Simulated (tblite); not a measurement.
Species: C3H6NSSi (doublet state).
Cartesian coordinates in Å at the GFN2-xTB level; atoms count from 1:
```
atom  x, y, z in Å
N1    -3.248   -0.563    0.108
C2    -2.068   -0.322    0.475
C3    -0.955   -0.962   -0.213
C4     0.316   -0.717    0.028
S5     1.201    0.124    1.178
Si6    2.737    0.856   -0.191
H7    -3.982   -0.090    0.627
H8    -1.769    0.351    1.290
H9    -1.239   -1.645   -1.002
H10    3.312   -0.322   -0.823
H11    3.637    1.567    0.702
H12    2.058    1.722   -1.146
```

Level: GFN2-xTB in tblite, geometry and Hessian alike; calculated harmonic values, unscaled, isolated species. Errors from tens to a few hundred cm⁻¹ against measured bands are possible. Modes of hydrogen on silicon can be 10 to 20 % off. One conformer, not necessarily the lowest. Open shells enter through the occupations alone, without spin polarisation, and single modes of such species can be off by tens of per cent.

Harmonic wavenumbers (cm⁻¹): 36.2, 84.8, 87.4, 124.3, 136.6, 325.1, 373.4, 462.2, 527.8, 543.3, 592.9, 713.0, 724.9, 743.1, 763.7, 770.2, 821.0, 982.4, 1004.7, 1161.3, 1214.4, 1346.4, 1625.8, 1698.9, 2328.8, 2342.4, 2355.3, 2837.2, 3049.6, 3346.1.

A = 7951, B = 910.3, C = 875.3 MHz; mass 115.999 u (most abundant isotopes); point group C1, symmetry number 1; spin multiplicity 2.

Zero-point energy?

½Σν̃ = 16562 cm⁻¹ = 47.35 kcal/mol.

Give the ideal-gas entropy at 298.15 K and 1 bar in the rigid-rotor, harmonic-oscillator model (classical rotation).

Translation 40.19, rotation 28.32, vibration 25.36, spin (R ln 2) 1.38: S = 95.2 cal/(mol K).

And Cp and H(298.15 K) − H(0)?

Cp = 31.35 cal/(mol K), of which vibrations give 23.40 (their classical limit is 30 R = 59.6); H(298.15 K) − H(0) = 6.11 kcal/mol without the zero-point energy, 3.74 from vibrations.

Blend soft modes into free rotors: weight 1/[1 + (100 cm⁻¹/ν̃)⁴] for the oscillator and the rest for a rotor with moment μB/(μ + B), μ = h/(8π²ν), B = 10⁻⁴⁴ kg m². What vibrational entropy results?

22.66 cal/(mol K) in place of 25.36, which changes −T·S at 298.15 K by +0.81 kcal/mol.

Which modes carry the vibrational entropy at 298.15 K?

36.2 cm⁻¹: 5.46; 84.8 cm⁻¹: 3.78; 87.4 cm⁻¹: 3.72; 124.3 cm⁻¹: 3.03; 136.6 cm⁻¹: 2.85; 325.1 cm⁻¹: 1.28 cal/(mol K); the other 24 give 5.24 together.

What must be added to the electronic energy to get the Gibbs energy at 298.15 K and 1 bar?

ZPE + [H(298.15 K) − H(0)] − T·S = 47.35 + 6.11 − 28.40 = 25.06 kcal/mol.

How do the functions run with temperature in this model?

| T (K) | S (cal/(mol K)) | Cp (cal/(mol K)) | H − H(0) (kcal/mol) | G − H(0) (kcal/mol) | ln q(vib) |
| --- | --- | --- | --- | --- | --- |
| 50 | 59.4 | 13.6 | 0.52 | -2.45 | 0.66 |
| 100 | 70.1 | 17.3 | 1.30 | -5.71 | 1.94 |
| 373.15 | 102.8 | 35.8 | 8.64 | -29.71 | 8.01 |
| 500 | 114.1 | 41.7 | 13.58 | -43.49 | 10.53 |
| 750 | 132.7 | 49.5 | 25.06 | -74.42 | 15.08 |
| 1000 | 147.6 | 54.6 | 38.12 | -109.52 | 19.11 |

q(vib) and H(0) count from the zero-point level.

Hindered rotation and anharmonicity are outside this model. Other conformers, if any are populated, would add a mixing term that is left out. The structure is chiral; the term R ln 2 for an equal mix with its mirror image is left out.
